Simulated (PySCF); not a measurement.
Dissociation curve of AuH, singlet.

RKS-M06-2X = restricted M06-2X/def2-TZVP, def2 effective core potentials past Kr (PySCF); RKS-r2SCAN = restricted r2SCAN/def2-TZVP, def2 effective core potentials past Kr (PySCF); RHF/def2-TZVP, def2 effective core potentials past Kr (PySCF).

Magnitude of the dipole moment (D; its direction can reverse along the curve, and a method can change to another solution) and Mulliken charge of the fragment that holds Au1:

```
R / Å  μ RKS-M06-2X  q RKS-M06-2X  μ RKS-r2SCAN  q RKS-r2SCAN  μ RHF  q RHF
-----  ------------  ------------  ------------  ------------  -----  -----
1.17           1.30         -0.01          1.05         -0.01   1.84   0.10
1.22           1.36         -0.01          1.09         -0.01   1.95   0.11
1.31           1.46          0.00          1.14         -0.01   2.15   0.13
1.38           1.52          0.01          1.18         -0.01   2.30   0.15
1.45           1.59          0.02          1.21          0.00   2.44   0.16
1.49           1.63          0.03          1.23          0.00   2.52   0.17
1.54           1.68          0.04          1.25          0.01   2.62   0.18
1.60           1.73          0.05          1.27          0.01   2.73   0.18
1.64           1.77          0.05          1.29          0.01   2.80   0.18
1.70           1.83          0.06          1.31          0.02   2.92   0.19
1.79           1.93          0.06          1.35          0.02   3.08   0.18
1.90           2.05          0.07          1.40          0.02   3.29   0.18
2.09           2.25          0.07          1.48          0.02   3.66   0.17
2.34           2.49          0.06          1.59          0.03   4.15   0.16
2.52           2.63          0.07          1.67          0.03   4.50   0.16
2.80           2.79          0.08          1.76          0.04   5.01   0.18
3.06           2.89          0.09          1.82          0.05   5.45   0.21
3.36           2.97          0.09          1.87          0.06   5.92   0.23
3.82           3.07          0.10          1.90          0.07   6.54   0.25
4.19           3.10          0.10          1.92          0.07   6.97   0.26
4.60           3.15          0.10          1.93          0.07   7.39   0.27
5.44           3.34          0.11          2.00          0.07   8.06   0.28
6.23           3.51          0.11          2.12          0.07   8.64   0.27
```

At the longest distance RKS-M06-2X leaves fractional charges on the fragments, a sign of delocalisation error or of the restricted form. The restricted form behind RKS-M06-2X, RKS-r2SCAN, RHF keeps the bonding electrons paired and can't separate into open-shell fragments.
